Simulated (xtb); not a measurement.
Al(SeH)3 (AlH₃Se₃), SMILES [SeH][Al]([SeH])[SeH]. All values are semi-empirical tight-binding results from xtb (GFN2-xTB unless named), good for trends rather than for accurate numbers. Geometry optimised at GFN2-xTB. One conformer was computed; it need not be the lowest.

For metal compounds this method's bond lengths and energies can be far off.

Task: Estimate the properties. (Estimate from the structure and the level; the computed values follow.)

Result: 
The orbital gap is 3.40 eV, the zero-point energy is 12.9 kcal/mol and the G − E(el) at 298.15 K (modified RRHO) is -10.7 kcal/mol.
